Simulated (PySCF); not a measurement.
CH7FO2Si2, SMILES [Si](C[SiH3])(F)(O)O. Atoms are numbered in the order given.

```xyz
13

O      1.6023     1.3316     1.0458
Si     0.6528     0.4761    -0.0071
O      1.2883    -1.0371    -0.1405
F      0.7336     1.2506    -1.4397
C     -1.1280     0.3019     0.4647
Si    -1.9020    -1.3811     0.0643
H      1.6022     2.2928     0.9706
H      2.2453    -1.1204    -0.2249
H     -1.2294     0.4768     1.5492
H     -1.7087     1.0888    -0.0456
H     -1.3144    -2.4451     0.9228
H     -3.3720    -1.3215     0.3242
H     -1.6936    -1.7238    -1.3707
```

Geometry optimised at B3LYP-D3(BJ)/def2-SVP. This is a generated structure with no PubChem entry under its InChIKey; it may be hypothetical. Other conformers were not sampled.

Two levels are set side by side: PBE/pcSseg-1 (PySCF) and PBE0/pcSseg-1 (PySCF). GIAO shifts against CFCl3 (¹⁹F), H2O (¹⁷O), TMS (²⁹Si), TMS (¹H), TMS (¹³C) at the same level; non-relativistic, no solvent, atoms listed together averaged. Differences are taken from unrounded values.

```csv
quantity,PBE0,PBE,PBE minus PBE0
δ(²⁹Si) of Si2 (ppm),-31.5,-31.9,-0.5
δ(¹⁹F) of F4 (ppm),-136.1,-151.2,-15.1
δ(¹³C) of C5 (ppm),-9.6,-8.8,0.8
δ(²⁹Si) of Si6 (ppm),-68.2,-71.9,-3.7
```

Rough cost on one machine, each run with all the roots and properties that it gave: PBE0 against PBE within a factor of 2.
